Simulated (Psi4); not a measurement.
trisilane (H8Si3), singlet, at a GFN2-xTB geometry; BLYP/3-21G (Psi4 1.11).

The Psi4 input:
```
memory 2 GB

molecule {
0 1
Si    1.84434748    0.77811444   -0.03231500
Si    0.16416537   -0.81270586   -0.09228709
Si   -1.99843538   -0.01529745    0.11893695
H     3.19901703    0.23312390   -0.14758428
H     1.70184530    1.75355602   -1.11706786
H     1.81606434    1.54371778    1.21735150
H     0.41379658   -1.82450880    0.94977864
H     0.27643206   -1.59248980   -1.33779706
H    -2.32028977    0.95246609   -0.93389650
H    -2.19373438    0.68155636    1.39358787
H    -3.03421581   -1.04897755    0.05493974
}

set {
  basis 3-21g
  scf_type pk
}

energy('blyp')
print_variables()
```

What the program printed (banner, timings and long lists left out):

```
   => Loading Basis Set <=

    Name: 3-21G
    Role: ORBITAL
    Keyword: BASIS

         ---------------------------------------------------------
                                   SCF
               by Justin Turney, Rob Parrish, Andy Simmonett
                          and Daniel G. A. Smith
                              RKS Reference
         ---------------------------------------------------------

  ==> Geometry <==

    Molecular point group: c1
    Full point group: C1

    Geometry (in Angstrom), charge = 0, multiplicity = 1:

       Center              X                  Y                   Z               Mass
    ------------   -----------------  -----------------  -----------------  -----------------
         SI           1.842828370732     0.785634849676    -0.031461019677    27.976926534650
         SI           0.162646260732    -0.805185450324    -0.091433109677    27.976926534650
         SI          -1.999954489268    -0.007777040324     0.119790930323    27.976926534650
         H            3.197497920732     0.240644309676    -0.146730299677     1.007825032230
         H            1.700326190732     1.761076429676    -1.116213879677     1.007825032230
         H            1.814545230732     1.551238189676     1.218205480323     1.007825032230
         H            0.412277470732    -1.816988390324     0.950632620323     1.007825032230
         H            0.274912950732    -1.584969390324    -1.336943079677     1.007825032230
         H           -2.321808879268     0.959986499676    -0.933042519677     1.007825032230
         H           -2.195253489268     0.689076769676     1.394441850323     1.007825032230
         H           -3.035734919268    -1.041457140324     0.055793720323     1.007825032230

  Running in c1 symmetry.

  Rotational constants: A =      0.34211  B =      0.06451  C =      0.05731 [cm^-1]
  Rotational constants: A =  10256.21779  B =   1933.89659  C =   1718.06687 [MHz]
  Nuclear repulsion =  193.835707824351545

  Charge       = 0
  Multiplicity = 1
  Electrons    = 50
  Nalpha       = 25
  Nbeta        = 25

  ==> Algorithm <==

  SCF Algorithm Type is PK.
  DIIS enabled.
  MOM disabled.
  Fractional occupation disabled.
  Guess Type is SAD.
  Energy threshold   = 1.00e-06
  Density threshold  = 1.00e-06
  Integral threshold = 1.00e-12

  ==> Primary Basis <==

  Basis Set: 3-21G
    Blend: 3-21G
    Number of shells: 37
    Number of basis functions: 55
    Number of Cartesian functions: 55
    Spherical Harmonics?: false
    Max angular momentum: 1

  ==> DFT Potential <==

   => LibXC <=

    Version 7.1.2
    S. Lehtola, C. Steigemann, M. J. T. Oliveira, and M. A. L. Marques,  SoftwareX 7, 1–5 (2018) (10.1016/j.softx.2017.11.002)

   => Composite Functional: BLYP <=

    BLYP GGA Exchange-Correlation Functional

    P.J. Stephens et. al., J. Phys. Chem., 98, 11623-11627, 1994
    B. Miehlich et. al., Chem. Phys. Lett., 157(3), 200-206 1989

    Deriv               =              1
    GGA                 =           TRUE
    Meta                =          FALSE

    Exchange Hybrid     =          FALSE
    MP2 Hybrid          =          FALSE

   => Exchange Functionals <=

    1.0000     XC_GGA_X_B88

   => Correlation Functionals <=

    1.0000     XC_GGA_C_LYP

   => LibXC Density Thresholds  <==

    XC_GGA_C_LYP:  1.00E-14
    XC_GGA_X_B88:  1.00E-15

   => Molecular Quadrature <=

    Radial Scheme          =       TREUTLER
    Pruning Scheme         =           NONE
    Nuclear Scheme         =       TREUTLER

    Blocking Scheme        =         OCTREE
    BS radius alpha        =              1
    Pruning alpha          =              1
    Radial Points          =             75
    Spherical Points       =            302
    Total Points           =         236500
    Total Blocks           =           1797
    Max Points             =            256
    Max Functions          =             50
    Weights Tolerance      =       1.00E-15

  ==> Integral Setup <==

  Using in-core PK algorithm.
   Calculation information:
      Number of atoms:                  11
      Number of AO shells:              37
      Number of primitives:             69
      Number of atomic orbitals:        55
      Number of basis functions:        55

      Integral cutoff                 1.00e-12
      Number of threads:                 1

  Performing in-core PK
  Using 2373140 doubles for integral storage.
  We computed 196283 shell quartets total.
  Whereas there are 247456 unique shell quartets.

  ==> DiskJK: Disk-Based J/K Matrices <==

    J tasked:                  Yes
    K tasked:                   No
    wK tasked:                  No
    Schwarz Cutoff:          1E-12

  Minimum eigenvalue in the overlap matrix is 9.0995073480E-03.
  Reciprocal condition number of the overlap matrix is 2.3012289141E-03.
    Using symmetric orthogonalization.

  ==> Pre-Iterations <==

  SCF Guess: Superposition of Atomic Densities via on-the-fly atomic UHF (no occupation information).

   -------------------------
    Irrep   Nso     Nmo
   -------------------------
     A         55      55
   -------------------------
    Total      55      55
   -------------------------

  ==> Iterations <==

                        Total Energy        Delta E     RMS |[F,P]|

   @RKS iter SAD:  -868.10946980183530   -8.68109e+02   0.00000e+00
   @RKS iter   1:  -868.47512902112351   -3.65659e-01   6.18255e-03 DIIS/ADIIS
   @RKS iter   2:  -868.50990172931245   -3.47727e-02   5.11637e-03 DIIS/ADIIS
   @RKS iter   3:  -868.57015679496715   -6.02551e-02   8.94286e-04 DIIS/ADIIS
   @RKS iter   4:  -868.57237472533336   -2.21793e-03   1.34743e-04 DIIS/ADIIS
   @RKS iter   5:  -868.57242002358498   -4.52983e-05   2.91961e-05 DIIS
   @RKS iter   6:  -868.57242204431031   -2.02073e-06   4.87653e-06 DIIS
   @RKS iter   7:  -868.57242212815243   -8.38421e-08   6.90638e-07 DIIS
  Energy and wave function converged.

  ==> Post-Iterations <==

   Electrons on quadrature grid:
      Ntotal   =   49.9999719868 ; deviation = -2.801e-05

    Orbital Energies [Eh]
    ---------------------

    Doubly Occupied:

[...]
      25A     -0.266374

    Virtual:

[...]
    Final Occupation by Irrep:
              A
    DOCC [    25 ]
    NA   [    25 ]
    NB   [    25 ]

  @RKS Final Energy:  -868.57242212815243

   => Energetics <=

    Nuclear Repulsion Energy =            193.8357078243515446
    One-Electron Energy =               -1589.0708278193183105
    Two-Electron Energy =                 592.1690864025728160
    DFT Exchange-Correlation Energy =     -65.5063885357585889
    Empirical Dispersion Energy =           0.0000000000000000
    VV10 Nonlocal Energy =                  0.0000000000000000
    Total Energy =                       -868.5724221281524251

Computation Completed

Properties will be evaluated at   0.000000,   0.000000,   0.000000 [a0]

Properties computed using the SCF density matrix

 Multipole Moments:

 ------------------------------------------------------------------------------------
     Multipole            Electronic (a.u.)      Nuclear  (a.u.)        Total (a.u.)
 ------------------------------------------------------------------------------------

 L = 1.  Multiply by 2.5417464519 to convert [e a0] to [Debye]
 Dipole X            :          0.1499868           -0.1435352            0.0064516
 Dipole Y            :         -0.7425144            0.7105754           -0.0319390
 Dipole Z            :         -0.0843165            0.0806896           -0.0036268
 Magnitude           :                                                    0.0327853

 ------------------------------------------------------------------------------------

  Variable Map:
  ----------------------------------------------------------------------------
[...]
  Array Variable Map:
  ----------------------------------------------------------------------------
[...]
[...]
```
